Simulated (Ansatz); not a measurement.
The cluster Se3⁺, relaxed as a doublet with UKS r2SCAN-D4/def2-TZVP in Ansatz, starting from the GFN1-xTB geometry. Force threshold 0.02 eV/Å.

The relaxation made no stability test and no search for a lower SCF solution. Another isomer (doublet) lies 0.85 eV lower at PBE0-D4/def2-TZVP; other spin states weren't run for this one.

Start:

Cartesian coordinates in Å:
```
Se 0.232 -0.437 -0.407
Se 1.186 -0.301 1.503
Se -1.418 0.738 -1.096
```

| step | energy (eV) | largest force component (eV/Å) | SCF passes |
| --- | --- | --- | --- |
| 1 | -196039.4777 | 0.898 | 23 |
| 2 | -196039.5185 | 0.161 | 30 |
| 3 | -196039.5224 | 0.026 | 28 |
| 4 | -196039.5226 | 0.014 | 31 |

Force components are those of the run's own axes.

End:

```xyz
3

Se    0.235   -0.443   -0.413
Se    1.213   -0.309    1.535
Se   -1.449    0.753   -1.122
```

By distances, no bond broke or formed. The bond that changes most is Se1–Se3, from 2.14 to 2.18 Å (atoms count from 1).

No frequencies were taken in this run, so the end may be a saddle point.

It took 16 s on 4 threads of Arm Neoverse V1 on a shared host.
